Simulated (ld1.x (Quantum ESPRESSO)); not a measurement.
An all-electron radial function and its pseudo partner (neon (Ne))

Columns: radius, all-electron u(r) and pseudo u(r) of the 2s shell (level -55.65 eV) of neon in the configuration [He] 2s2 2p5; PBE, scalar-relativistic, PAW scheme, ld1.x (Quantum ESPRESSO) 7.5.

| r (bohr) | all-electron | pseudo |
| --- | --- | --- |
| 0.093 | 0.4887 | -0.2729 |
| 0.185 | 0.1619 | -0.5229 |
| 0.278 | -0.2969 | -0.7388 |
| 0.370 | -0.6702 | -0.9056 |
| 0.463 | -0.9221 | -1.0228 |
| 0.555 | -1.0581 | -1.0896 |
| 0.648 | -1.1077 | -1.1125 |
| 0.740 | -1.0964 | -1.0964 |
| 0.833 | -1.0458 | -1.0458 |
| 0.925 | -0.9730 | -0.9730 |
| 1.018 | -0.8879 | -0.8879 |
| 1.110 | -0.8000 | -0.8000 |
| 1.203 | -0.7123 | -0.7123 |
| 1.295 | -0.6297 | -0.6297 |
| 1.388 | -0.5522 | -0.5522 |
| 1.480 | -0.4823 | -0.4823 |
| 1.573 | -0.4187 | -0.4187 |
| 1.665 | -0.3627 | -0.3627 |
| 1.758 | -0.3128 | -0.3128 |
| 1.850 | -0.2694 | -0.2694 |
| 1.943 | -0.2311 | -0.2311 |
| 2.035 | -0.1982 | -0.1982 |
| 2.128 | -0.1694 | -0.1694 |
| 2.220 | -0.1448 | -0.1448 |
| 2.313 | -0.1233 | -0.1233 |
| 2.405 | -0.1051 | -0.1051 |

(1) How many radial nodes do the two functions have?

(2) At about which radius was the pseudo-wave matched?

(3) Is the pseudo-wave norm-conserving?

## Answers

(1) The all-electron 2s function has n − l − 1 = 1; the pseudo-wave has 0, since the states of the same l below it are removed with the core.

(2) 0.75 bohr, where the columns begin to agree (steps of 0.09 bohr).

(3) No, it belongs to a PAW set: the norm inside the radius is not constrained, and the difference is carried by the augmentation charge.
